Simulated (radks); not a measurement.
The numbers below are computed, except where a source is named.
Bi61+, 22 electrons, occupied as [Ar] 3d4 (the NIST ground configuration). Code: a radial shooting solver on a logarithmic mesh with Libxc functionals. Model: non-relativistic Kohn-Sham, PBE, spin-polarised, spherical densities, point nucleus; open shells are filled with parallel spins first (spin-orbit coupling, left out, can overturn this in heavy ions); relativity is left out, which matters for an element this heavy.

Unscreened Slater integrals over Kohn-Sham orbitals (hartree). They are taken over the spin-up orbitals.

integral,value
"F0(3d,3d)",6.0900
"F2(3d,3d)",3.1687
"F4(3d,3d)",2.0548
"F0(3d,3p)",5.5358
"F2(3d,3p)",2.6388
"G1(3d,3p)",2.6872
"G3(3d,3p)",1.8334
"F0(3d,3s)",5.3366
"G2(3d,3s)",1.8894
"F0(3d,2p)",7.6503
"F2(3d,2p)",2.4514
"G1(3d,2p)",2.3544
"G3(3d,2p)",1.3644
"F0(3p,3p)",5.2149
"F2(3p,3p)",2.6272
"F0(3p,3s)",5.0501
"G1(3p,3s)",3.2073
"F0(3p,2p)",6.8742
"F2(3p,2p)",1.7805
"G0(3p,2p)",0.69190
"G2(3p,2p)",0.77274
"F0(3s,3s)",4.9178
"F0(3s,2p)",6.4478
"G1(3s,2p)",0.66668
"F0(2p,2p)",14.149
"F2(2p,2p)",6.7929

Derived for the open shells (J is the average intra-shell exchange parameter used in DFT+U). 3d: Racah B = F2/49 - 5 F4/441 = 0.04137 hartree, C = 35 F4/441 = 0.1631 hartree, C/B = 3.94, F4/F2 = 0.648, J = (F2 + F4)/14 = 0.3731 hartree.
